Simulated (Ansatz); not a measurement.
One geometry of CH₅AsSi, SMILES `C1[SiH2][AsH]1`, several functionals.

```yaml
crystal:
  periodic: [false, false, false]
  atoms:
    - {symbol: C, position_ang: [-0.770289, 0.017894, -0.575993]}
    - {symbol: Si, position_ang: [0.707832, 0.663140, 0.315663]}
    - {symbol: As, position_ang: [-0.538107, -1.122687, 1.107201]}
    - {symbol: H, position_ang: [-0.667219, -0.524028, -1.509291]}
    - {symbol: H, position_ang: [-1.690682, 0.591835, -0.522289]}
    - {symbol: H, position_ang: [0.581297, 1.973921, 0.990481]}
    - {symbol: H, position_ang: [2.040832, 0.422339, -0.277138]}
    - {symbol: H, position_ang: [0.428436, -2.079414, 0.415567]}
basis:
  gaussian: {orbitals: def2-TZVPP}
hamiltonian: {xc: r2scan, dispersion: d4}
output: {forces: true, orbitals: {seedname: orbitals}}
```

```sh
$ ansatz run in.yaml --threads 4 --pin off --events-out ev --progress --plain
```

Shortened log:

```
Functional definition: r2SCAN
1136 factors; their error is unknown
mean field evaluation 1: about -69827.3076 eV, gradient 6.1e1 eV
mean field evaluation 2: about -69805.2132 eV, gradient 9.6e1 eV
mean field evaluation 4: about -69835.8817 eV, gradient 4.7e0 eV
mean field evaluation 8: about -69835.9527 eV, gradient 1.8e-1 eV
mean field evaluation 16: about -69835.9270 eV, gradient 4.7e-3 eV
mean field -69835.92700257 eV, -2566.4229808529 hartree, gradient 1.5e-5 eV, S^2 0.000000; 0 other end points of the search recorded, 0 dependent functions left out
reference -69835.92701379 eV, -2566.4229812652 hartree; 29, 29 occupied and 162, 162 virtual orbitals, 1136 factors
Total energy: -69835.96600436 eV, -2566.4244141423 hartree
Atom 0 at    -0.770289     0.017894    -0.575993 Å, force    -0.014911     0.088993    -0.121646 eV/Å
Atom 1 at     0.707832     0.663140     0.315663 Å, force     0.053097     0.045798    -0.001922 eV/Å
Atom 2 at    -0.538107    -1.122687     1.107201 Å, force    -0.004015    -0.112423     0.101986 eV/Å
Atom 3 at    -0.667219    -0.524028    -1.509291 Å, force    -0.012603     0.003369     0.022149 eV/Å
Atom 4 at    -1.690682     0.591835    -0.522289 Å, force     0.014416    -0.026506    -0.002340 eV/Å
Atom 5 at     0.581297     1.973921     0.990481 Å, force    -0.001715    -0.018431    -0.009464 eV/Å
Atom 6 at     2.040832     0.422339    -0.277138 Å, force    -0.019769     0.005311     0.002604 eV/Å
Atom 7 at     0.428436    -2.079414     0.415567 Å, force    -0.014499     0.013889     0.008633 eV/Å
Dipole moment:     0.042701     0.101103    -0.176274 e Å
```

It took 3.9 s on 4 threads of a server CPU on a shared host, with 0.26 GiB of host memory at the peak.

Changing it to `hamiltonian: {xc: {name: BLYP}, dispersion: d4}` and no forces (abridged; 0.9 s):

```
Functional definition: BLYP
mean field evaluation 16: about -69837.9785 eV, gradient 9.2e-5 eV
mean field -69837.97849055 eV, -2566.4983716456 hartree, gradient 2.4e-5 eV, S^2 0.000000
Total energy: -69838.37265441 eV, -2566.5128569004 hartree
```

The same input with `hamiltonian: {xc: {name: B97M-V}}` and no forces (abridged; 13 s):

```
Functional definition: B97M-V
mean field evaluation 16: about -69824.3649 eV, gradient 9.7e-4 eV
mean field -69824.36489265 eV, -2565.9980811506 hartree, gradient 1.5e-5 eV, S^2 0.000000
Total energy: -69824.36494909 eV, -2565.9980832245 hartree
```

Changing it to `hamiltonian: {xc: {name: BHLYP}, dispersion: d4}` and no forces (abridged; 3.7 s):

```
Functional definition: BHLYP
mean field evaluation 16: about -69836.2598 eV, gradient 2.6e-5 eV
mean field -69836.25976280 eV, -2566.4352095658 hartree, gradient 2.6e-5 eV, S^2 0.000000
Total energy: -69836.50159898 eV, -2566.4440968815 hartree
```

The same input with `hamiltonian: {xc: {name: wB97X-V}}` and no forces (abridged; 10 s):

```
Functional definition: wB97X-V
mean field evaluation 16: about -69830.3244 eV, gradient 1.8e-5 eV
mean field -69830.32442782 eV, -2566.2170900285 hartree, gradient 1.8e-5 eV, S^2 0.000000
Total energy: -69830.32442594 eV, -2566.2170899593 hartree
```

The same input with `hamiltonian: {xc: {name: wB97M-V}}` (abridged; 9 s):

```
Functional definition: wB97M-V
mean field evaluation 16: about -69832.6944 eV, gradient 3.0e-5 eV
mean field -69832.69444938 eV, -2566.3041867142 hartree, gradient 3.0e-5 eV, S^2 0.000000
Total energy: -69832.69449501 eV, -2566.3041883914 hartree
Atom 0 force    -0.004564     0.016970    -0.006266 eV/Å
Atom 1 force     0.038553     0.049352    -0.023091 eV/Å
Atom 2 force     0.105471    -0.011005    -0.076354 eV/Å
Atom 3 force    -0.008687     0.054229     0.081561 eV/Å
Atom 4 force     0.078746    -0.049897    -0.017304 eV/Å
Atom 5 force     0.018839    -0.158249    -0.080662 eV/Å
Atom 6 force    -0.160342     0.026616     0.079730 eV/Å
Atom 7 force    -0.068015     0.071984     0.042386 eV/Å
Dipole moment:     0.060053     0.109519    -0.148408 e Å
```
